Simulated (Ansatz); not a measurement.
Basis-set extrapolation for CH$_{6}$BFOSi (`CB(F)O[SiH3]`) (PBE0-D4/def2-TZVP geometry, frozen core, Ansatz). Multiplicity 1, RHF reference.

|  | def2-TZVPP | def2-QZVPP |
| --- | --- | --- |
| HF | -529.573258 | -529.593967 |
| MP2 correlation | -0.877227 | -0.947558 |
| CCSD(T) correlation | -0.947675 | not run |

Energies in hartree. Use E(X) = E(∞) + A·exp(−7.88·√X) for Hartree–Fock and E(X) = E(∞) + B·X^(−2.97) for correlation, with X = 3 and 4, and add CCSD(T) minus MP2 of the smaller set to the MP2 limit.

Q: What is the CCSD(T) energy at the basis-set limit?

A: HF limit: -529.593967 + (-0.020709) × 0.13774 = -529.59682. MP2 limit: -0.947558 + (-0.070331) × 0.74074 = -0.99965. Higher-order term: -0.947675 − (-0.877227) = -0.07045. Total: -530.66692 hartree, 91.6 kcal/mol below CCSD(T)/def2-TZVPP.
